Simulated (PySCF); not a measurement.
Excitation energy of Sc by level of theory

Sc [Ar] 3d1 4s2 (2D) → Sc [Ar] 3d2 4s1 (4F), as a difference of total energies. Computed with PySCF 2.14 in x2c-TZVPPall, with scalar relativity by spin-free X2C-1e. Correlated levels: valence: [Ar] frozen. The calculations carry no spin-orbit coupling.

```csv
method,excitation energy (eV),error (eV)
UHF,1.118,-0.309
MP2 (valence),1.556,+0.129
SCS-MP2 (valence),1.879,+0.452
CCSD (valence),1.686,+0.259
CCSD(T) (valence),1.708,+0.281
```

Reference: 1.427 eV (measured; NIST levels, between the centres of gravity of the two terms).

Errors of the correlated levels include the incompleteness of this basis and the frozen core.
